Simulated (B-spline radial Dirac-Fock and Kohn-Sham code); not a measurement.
What relativity does to the binding energies of Fe

System: the free iron atom, configuration 1s2 2s2 2p6 3s2 3p6 3d6 4s2.

Both columns are ΔSCF binding energies of the configuration average from a radial finite-basis atomic code: non-relativistic Hartree-Fock with a point nucleus, and Dirac-Fock with a finite nucleus and the Coulomb interaction alone, averaged over the two j levels with weights 2j+1.

| shell | Hartree-Fock (eV) | Dirac-Fock (eV) | shift (eV) | shift (%) |
| --- | --- | --- | --- | --- |
| 1s | 7070.1 | 7135.5 | +65.47 | +0.93 |
| 2s | 849.3 | 863.0 | +13.67 | +1.61 |
| 2p | 724.7 | 727.1 | +2.42 | +0.33 |
| 3s | 108.0 | 110.1 | +2.06 | +1.91 |
| 3p | 69.48 | 69.80 | +0.33 | +0.47 |
| 3d | 12.16 | 11.80 | -0.36 | -2.96 |
| 4s | 6.79 | 6.88 | +0.09 | +1.35 |

Relativity binds 1s, 2s, 2p, 3s, 3p, 4s more strongly, among those listed most of all 3s in relative terms, and 3d more weakly, because the contracted s and p shells screen the nucleus better.

Values without a named source are computed, but for edge energies of neutral atoms, which are taken from tables.
